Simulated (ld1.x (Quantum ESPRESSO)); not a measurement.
## boron: one change to an RRKJ potential, before and after

ld1.x (Quantum ESPRESSO) 7.5 input, shortened:

```
&input
   title='B', zed=5., rel=1, dft='PBE', iswitch=3,
   config='[He] 2s1.5 2p1.5 3d-2'
 /
 &inputp
   pseudotype=2, tm=.false., lloc=0,
   nlcc=.true.
 /
3
2P  2  1   1.50   0.00  2.70  2.70  0.0
3D  3  2  -2.00  -0.05  2.40  2.40  0.0
2S  1  0   1.50   0.00  1.40  1.40  0.0
 &test
   configts(1)='2s1.5 2p1.5'
 /
```

Change: wave 2p (bound): rc 2.70 bohr becomes 2p (bound): rc 3.40 bohr.

Cutoffs: the cutoffs (Ry, on a coarse ladder) from which the occupation-weighted sum of valence levels, in a spherical-Bessel basis at the reference potential, stays within 10 and 1 mRy of its value at 400 Ry; they do not see the model core or the augmentation charge, which bear on the density cutoff. Errors are all-electron minus pseudo energies relative to the spin-unpolarised reference configuration.

**Question.** How do hardness, ghosts and transferability respond?

**Answer.** The potential gets neither clearly harder nor softer (18 Ry and 50 Ry → 18 Ry and 50 Ry); the s channel sets the loose cutoff, while the largest relative change is in p, which becomes softer; of the 7 tests that both files solve, the error grows in 7 and shrinks in 0 by more than 15 % and 0.3 meV (median size 5.9 → 16.2 meV); neither file shows a bound ghost. More of the atom is replaced by a form fitted at one configuration, so other configurations suffer.

```tsv
quantity	base	changed
cutoff, loose	18 Ry	18 Ry
cutoff, tight	50 Ry	50 Ry
loose cutoff by channel (10 mRy a level)	p 12 Ry, s 18 Ry	p 8 Ry, s 18 Ry
bound ghosts	none	none
error for 2s2 2p1, meV [ΔE -2.92 eV]	-3.7	-9.3
error for 2s2 2p0, meV [ΔE 5.30 eV]	+94	+231
error for 2s1 2p0, meV [ΔE 30.72 eV]	+323	+715
error for 2s1 2p1, meV [ΔE 11.44 eV]	-0.4	+6.7
error for 2s2 2p1.3, meV [ΔE -3.66 eV]	-5.9	-16
error for 2s1 2p2, meV [ΔE 2.93 eV]	-3.8	-9.2
error for 2s0 2p3, meV [ΔE 8.80 eV]	-34	-83
```
